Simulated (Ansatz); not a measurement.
A nudged elastic band was laid between two geometries of FH + H4OSn (8 atoms, charge 0, multiplicity 1).

The calculation used RKS PBE/def2-SVP in Ansatz 0.2.0.

```
movable images  : 5
climbing image  : yes
spring          : 5.0 eV/Å²
optimiser       : quadratic models (default)
start path      : through a guess of the saddle point
force threshold : 0.05 eV/Å
iteration limit : 60
end points      : relaxed
```

Image 0:

```xyz
8
Properties=species:S:1:pos:R:3
Sn 0.232 0.083 -0.086
H 0.083 0.316 1.655
H 1.875 -0.215 -0.500
H -0.468 1.445 -0.889
O -0.724 -1.626 -0.526
H -1.586 -1.568 -0.062
F -2.430 -0.429 1.480
H -1.605 -0.241 1.902
```

Image 6:

```xyz
8
Properties=species:S:1:pos:R:3
Sn -0.287 0.031 -0.601
H -0.426 -0.100 3.751
H 1.351 0.054 -0.088
H -0.834 1.081 -1.859
O -0.677 -1.891 -0.981
H -1.611 -2.006 -1.244
F -1.415 0.526 0.937
H -0.723 0.071 3.060
```

Question: What changes between the two ends?

Answer: Bonds broken: Sn1–H2, F7–H8. Bonds formed: Sn1–F7, H2–H8. FH + H4OSn becomes FH3OSn + H2.

Question: What energy profile does the band end with?

Answer: It converged. The highest image is number 2 of 0 to 6, 18.4 kcal/mol above the first end and 26.0 kcal/mol above the last; the last end lies 7.7 kcal/mol below the first. A vibrational analysis at the climbing image gives one clearly imaginary mode, 885i cm⁻¹: a first-order saddle point. The orbitals stay closed-shell, which can raise the energy where a bond breaks towards radicals; this wasn't checked here.

```
image  path coordinate (Å)  energy (kcal/mol)  Sn1–H2 (Å)  F7–H8 (Å)  Sn1–F7 (Å)
    0                 0.00                0.0        1.76       0.95        3.13
    1                 0.80                3.6        1.80       0.96        2.76
    2                 1.60               18.4        2.06       1.22        2.24
    3                 2.66               -2.2        2.79       1.90        1.99
    4                 3.73               -7.1        3.60       2.21        1.97
    5                 4.79               -7.6        4.16       2.27        1.97
    6                 5.86               -7.7        4.36       2.28        1.97
```

Question: What is the geometry of the highest image?

Answer: 
```xyz
8
Properties=species:S:1:pos:R:3:forces:R:3
Sn -0.156 -0.051 -0.030 0.00 0.00 0.00
H -0.004 0.570 1.927 0.00 0.00 0.00
H 1.553 -0.308 -0.019 0.00 0.00 0.00
H -0.771 1.355 -0.812 0.00 0.00 0.00
O -0.736 -1.810 -0.796 0.00 0.00 0.00
H -1.677 -1.946 -0.571 0.00 0.00 0.00
F -1.895 -0.279 1.359 0.00 0.00 0.00
H -0.937 0.233 1.917 0.00 0.00 0.00
```

Question: What are the harmonic wavenumbers there?

Answer: 885i, 110, 166, 334, 434, 499, 541, 600, 660, 732, 880, 948, 1141, 1569, 1851, 1883, 1920, 3705 cm⁻¹.

The run took 5.9 min on 1 thread of Arm Neoverse V1 (shared host), peak memory 0.14 GiB.
